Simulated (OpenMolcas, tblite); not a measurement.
How methods differ on Si2H5OF (SMILES O[SiH](F)[SiH3])

Si2H5OF has 9 atoms, charge 0, and is taken as a singlet. SMILES: `O[SiH](F)[SiH3]`. Geometry: relaxed at PBE0-D4/def2-TZVP. This is one conformer, not always the lowest.

```xyz
9

O    -0.3925   -0.6108    1.7681
Si   -0.8315   -0.1606    0.2577
F    -1.7756    1.1338    0.3194
Si    1.1350    0.3711   -0.8917
H    -1.0505   -1.0056    2.3430
H    -1.6646   -1.2154   -0.3806
H     0.7987    0.8606   -2.2552
H     1.9817   -0.8452   -1.0139
H     1.8878    1.4256   -0.1638
```

Each level gives the dipole moment (D). The values are calculated.

```json
{"level": "IPEA1-xTB", "kind": "semi-empirical", "program": "tblite", "value (D)": "2.02"}
{"level": "HF/6-31G* (spherical functions)", "kind": "Hartree–Fock", "program": "OpenMolcas", "value (D)": "1.70"}
{"level": "SVWN5/6-31G* (spherical functions)", "kind": "LDA", "program": "OpenMolcas", "value (D)": "1.60"}
{"level": "PBE/6-31G* (spherical functions)", "kind": "GGA", "program": "OpenMolcas", "value (D)": "1.55"}
{"level": "revPBE/6-31G* (spherical functions)", "kind": "GGA", "program": "OpenMolcas", "value (D)": "1.53"}
{"level": "TPSS/6-31G* (spherical functions)", "kind": "meta-GGA", "program": "OpenMolcas", "value (D)": "1.54"}
{"level": "M06-2X/6-31G* (spherical functions)", "kind": "hybrid meta-GGA", "program": "OpenMolcas", "value (D)": "1.61"}
```

The values span 1.53 to 2.02 D. Magnitudes only.
